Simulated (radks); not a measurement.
The numbers below are computed, except where a source is named.
Task: The mean radii <r> (bohr) of the occupied orbitals of an atom or ion are listed with their occupations. Code: a radial shooting solver on a logarithmic mesh with Libxc functionals. Model: scalar-relativistic Kohn-Sham, PBE, spin-polarised, spherical densities, finite nucleus; Fermi nuclear charge, rms radius of each element as measured or else 0.836 A^(1/3) + 0.57 fm.

| orbital | occ. | <r> |
|---|---|---|
| 1s up | 1 | 0.02037 |
| 1s down | 1 | 0.02037 |
| 2s up | 1 | 0.08647 |
| 2s down | 1 | 0.08647 |
| 2p up | 3 | 0.07672 |
| 2p down | 3 | 0.07672 |
| 3s up | 1 | 0.2254 |
| 3s down | 1 | 0.2253 |
| 3p up | 3 | 0.2246 |
| 3p down | 3 | 0.2245 |
| 3d up | 5 | 0.2039 |
| 3d down | 5 | 0.2037 |
| 4s up | 1 | 0.5077 |
| 4s down | 1 | 0.5078 |
| 4p up | 3 | 0.5383 |
| 4p down | 3 | 0.5385 |
| 4d up | 5 | 0.5819 |
| 4d down | 5 | 0.5824 |
| 5s up | 1 | 1.225 |
| 5s down | 1 | 1.233 |
| 5p up | 3 | 1.427 |
| 5p down | 3 | 1.439 |
| 4f up | 7 | 0.7604 |
| 4f down | 4 | 0.7749 |

Name the element and its charge. Open shells, if any, are filled with parallel spins first.

Result: Z = 68, erbium, charge +3: Er3+ in [Xe] 4f11. The 1s radius gives Z: for a bare nucleus <r> = (2 gamma + 1)/(2Z) with gamma = sqrt(1 - (Z/c)^2), 0.02012 bohr for Z = 68, and screening makes it slightly larger (0.02037 here). The occupations add up to 65, and the charge is Z minus that.
